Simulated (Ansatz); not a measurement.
Two isomers of C2H8S2Si: A = `CSC([SiH3])S`, B = `C[SiH](S)CS`.

Computed with Ansatz on PBE0-D4/def2-TZVP structures; ΔE is electronic, products minus reactants. CBS: MP2 limit from def2 TZ/QZ plus the TZ coupled-cluster correction, frozen cores. Functionals use def2-TZVPP. B3LYP here is the variant with VWN-RPA as its local correlation; programs differ in this. One conformer a species, not always the lowest.

Problem. Which isomer does CCSD(T)/CBS put lower? Give the gap. (Estimate.)

Solution. Computed: B, by 39.4 kcal/mol.

Problem. Give E(B) − E(A) in kcal/mol with PBE0-D4, ωB97M-V, r2SCAN-D4, B2PLYP, HF/def2-TZVPP, PBE-D4, B3LYP-D4. (An estimate is asked.)

Solution. Computed: PBE0-D4 -39.9, ωB97M-V -40.2, r2SCAN-D4 -41.0, B2PLYP -39.7, HF/def2-TZVPP -41.5, PBE-D4 -38.4, B3LYP-D4 -38.9. None reverses the order clearly.

Largest T1 diagnostic: 0.011.

The D4 term adds +0.9 kcal/mol with B3LYP and +0.4 kcal/mol with PBE0; it sums over pairs of atoms, weighted by their polarisabilities, and B3LYP, whose exchange is more repulsive, gets the larger term. In def2-TZVPP, CCSD(T) changes the Hartree–Fock value by +1.8 kcal/mol (the triples alone add +0.8 kcal/mol) and MP2 by +1.7 kcal/mol.
